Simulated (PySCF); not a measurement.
Molfile (atoms numbered from 1):
```
C2H12AlNOSi
     RDKit          3D

 18 17  0  0  0  0  0  0  0  0999 V2000
   -2.1847   -1.8792   -0.4803 C   0  0  0  0  0  0  0  0  0  0  0  0
   -1.7208   -0.6421   -0.0759 O   0  0  0  0  0  0  0  0  0  0  0  0
   -0.5496    0.4803   -0.7051 Al  0  0  1  0  0  4  0  0  0  0  0  0
   -0.6071    1.6029    1.0036 N   0  0  0  0  0  0  0  0  0  0  0  0
    1.3039   -0.2143   -0.8580 C   0  0  0  0  0  0  0  0  0  0  0  0
    2.4428    0.2959    0.5152 Si  0  0  0  0  0  4  0  0  0  0  0  0
   -2.8383   -2.3239    0.2933 H   0  0  0  0  0  0  0  0  0  0  0  0
   -1.3687   -2.6092   -0.6631 H   0  0  0  0  0  0  0  0  0  0  0  0
   -2.7846   -1.8290   -1.4117 H   0  0  0  0  0  0  0  0  0  0  0  0
   -1.0501    1.5455   -1.7944 H   0  0  0  0  0  0  0  0  0  0  0  0
    0.1673    2.2532    1.1477 H   0  0  0  0  0  0  0  0  0  0  0  0
   -0.6326    0.9571    1.7955 H   0  0  0  0  0  0  0  0  0  0  0  0
   -1.4760    2.1385    1.0230 H   0  0  0  0  0  0  0  0  0  0  0  0
    1.7445    0.1037   -1.8193 H   0  0  0  0  0  0  0  0  0  0  0  0
    1.2585   -1.3187   -0.8698 H   0  0  0  0  0  0  0  0  0  0  0  0
    3.8538   -0.2010    0.4280 H   0  0  0  0  0  0  0  0  0  0  0  0
    2.5263    1.7978    0.6105 H   0  0  0  0  0  0  0  0  0  0  0  0
    1.9066   -0.1516    1.8481 H   0  0  0  0  0  0  0  0  0  0  0  0
  1  2  1  0
  2  3  1  0
  3  4  1  0
  3  5  1  0
  5  6  1  0
  1  7  1  0
  1  8  1  0
  1  9  1  0
  3 10  1  6
  4 11  1  0
  4 12  1  0
  4 13  1  0
  5 14  1  0
  5 15  1  0
  6 16  1  0
  6 17  1  0
  6 18  1  0
M  CHG  2   3  -1   4   1
M  END
```

Geometry: PBE0-D3(BJ)/def2-SVP; GIAO shifts from PySCF 2.14.0 with density-fitted response routines, gas phase, non-relativistic, averaged over equivalent atoms.

At PBE0/pcSseg-1 (176 basis functions, 23 s wall time on 1 thread of an Arm Neoverse V1, shared host):
```json
{"atoms": "C1", "δ (ppm)": "52.2"}
{"atoms": "C5", "δ (ppm)": "-21.5"}
{"atoms": "O2", "δ (ppm)": "11.6"}
{"atoms": "Al3", "δ (ppm)": "51.1"}
{"atoms": "N4", "δ (ppm)": "34.2"}
{"atoms": "Si6", "δ (ppm)": "-69.9"}
{"atoms": "H10", "δ (ppm)": "4.04"}
{"atoms": "H16/H17/H18", "δ (ppm)": "3.89"}
{"atoms": "H7/H8/H9", "δ (ppm)": "3.76"}
{"atoms": "H11/H12/H13", "δ (ppm)": "1.92"}
{"atoms": "H15", "δ (ppm)": "-0.78"}
{"atoms": "H14", "δ (ppm)": "-1.10"}
```

Referencing at the same level of theory: ¹³C (σref 184.41), ²⁹Si (σref 351.99), ¹H (σref 31.27) vs TMS; ¹⁷O (σref 334.56) vs H2O; ²⁷Al (σref 489.28) against AlH4-; NH3 for ¹⁵N (σref 265.67).

Predict the values at wB97X-D/pcSseg-1 on the same geometry.

Answers


```
      atoms  δ at wB97X-D/pcSseg-1  change
         C1                   52.1    -0.1
         C5                  -21.9    -0.4
         O2                    4.3    -7.3
        Al3                   50.3    -0.8
         N4                   32.5    -1.7
        Si6                  -68.3    +1.6
        H10                   3.94   -0.10
H16/H17/H18                   3.85   -0.04
   H7/H8/H9                   3.71   -0.05
H11/H12/H13                   1.94   +0.02
        H15                  -0.85   -0.07
        H14                  -1.15   -0.05
```

References, each an isolated molecule treated in the same way: TMS for ¹³C (σ = 184.54 ppm) and ²⁹Si (σ = 352.93 ppm) and ¹H (σ = 31.38 ppm); ¹⁷O (σ = 333.19 ppm) against H2O; AlH4- for ²⁷Al (σ = 492.23 ppm); NH3 for ¹⁵N (σ = 263.98 ppm).

The largest change is at O2 (oxygen bonded to C, Al). Cost: 176 basis functions, 28 s wall time on 1 thread of an Arm Neoverse V1, shared host.

Experimental scales use liquid or dissolved standards, which lie at an offset from isolated NH3 (liquid NH3: subtract about 20 ppm) and H2O (liquid H2O: subtract about 36 ppm).
